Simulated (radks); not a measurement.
Values are calculated unless marked as measured or tabulated.
Excited configurations of Nd: one electron is placed in a higher orbital outside [Xe] 4f4 6s1. The ground configuration is [Xe] 4f4 6s2. Code: a radial shooting solver on a logarithmic mesh with Libxc functionals. Model: scalar-relativistic Kohn-Sham, PBEsol, spin-unpolarised, spherical densities, finite nucleus; Fermi nuclear charge, rms radius 4.9123 fm. Excitation = E - E(ground); binding = E(ion) - E, where the ion is the core of charge +1; n* = 1/sqrt(2 binding) in atomic units, and the quantum defect is n - n*.

outer orbital  excitation (eV)  binding (eV)     n*  quantum defect  eigenvalue (eV)  <r> (bohr)
5f                       4.897         0.920  3.845           1.155           -0.422       16.92
6d                       4.346         1.471  3.042           2.958           -0.715       11.49
6f                       5.174         0.643  4.599           1.401           -0.361       28.58
7s                       3.746         2.071  2.563           4.437           -1.235       10.43
7f                       5.346         0.471  5.376           1.624           -0.284       42.60

The Delta-SCF ionisation energy is 5.817 eV (NIST Atomic Spectra Database: 5.525 eV, measured). Self-interaction in the functional shifts the binding energies and quantum defects, so they are the method's values and not measured ones. Spin polarisation and multiplet splitting are left out, so open shells lie too high by an amount that depends on their filling. Spin-orbit splitting is averaged out at the scalar-relativistic level.

Beside tabulated values, note that spin-unpolarised runs miss the spin-polarisation part of the exchange energy of open shells.
